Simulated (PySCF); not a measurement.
Some computed properties have been withheld. Give your best values.

Compound: C₂H₁₃FOSi₄.
SMILES: `F[C@H]([SiH3])C[SiH2][SiH2]O[SiH3]`

Conformer (atom-mapped SMILES and torsion angles): `[F:1][C@H:2]([SiH3:3])[CH2:4][SiH2:5][SiH2:6][O:7][SiH3:8]`: F1–C2–C4–Si5 -58°, C2–C4–Si5–Si6 57°, C4–Si5–Si6–O7 160°, Si5–Si6–O7–Si8 68°.

```tsv
property	level	value
point group of the GFN2-xTB geometry	GFN2-xTB	?
rotational constants A, B, C of the GFN2-xTB geometry	GFN2-xTB	?
dipole moment	PBE0/pcSseg-1	1.89 D
HOMO energy	PBE0/pcSseg-1	?
LUMO energy	PBE0/pcSseg-1	-0.43 eV
13C chemical shifts (computed TMS as zero) by class	GIAO PBE0/pcSseg-1	?
1H chemical shifts (computed TMS as zero) by class	GIAO PBE0/pcSseg-1	?
isotropic shieldings of nuclei other than C and H, by class	GIAO PBE0/pcSseg-1	?
```

Electronic properties: PySCF, gas phase, density fitting. NMR classes are plain means over equivalent atoms (diastereotopic ones count apart unless rotation or inversion swaps them), as if these changed places fast; in this geometry the members of some classes differ.

(1) Give the 13C chemical shifts (computed TMS as zero) by class.

(2) The point group of the GFN2-xTB geometry?

(3) What are the rotational constants A, B, C of the GFN2-xTB geometry?

(4) Give the 1H chemical shifts (computed TMS as zero) by class.

(5) Give the isotropic shieldings of nuclei other than C and H, by class.

(6) The HOMO energy?

Results:

(1) 90.2 (1 C), 19.5 (1 C) ppm.

(2) C1.

(3) 3.315, 0.324, 0.304 GHz.

(4) 5.56 (1 H), 5.48 (1 H), 5.06 (3 H), 4.71 (1 H), 4.17 (1 H), 4.00 (1 H), 3.90 (3 H), 1.30 (1 H), 1.06 (1 H) ppm.

(5) 337 (1 O), 412 (1 F), 379 (1 Si), 394 (1 Si), 415 (1 Si), 430 (1 Si) ppm.

(6) -7.72 eV.

With B = h/(8π²I), that is 505.379 GHz u Å² over I, the principal moments of inertia are 152.4, 1558.9 and 1665.1 u Å² (most abundant isotopes). In atomic units the dipole is 0.75 e·bohr (1 au = 2.5417 D). The rotational constants make it an asymmetric top with κ = (2B − A − C)/(A − C) = -0.99, nearer the prolate limit (−1).

One conformer stands for the species.
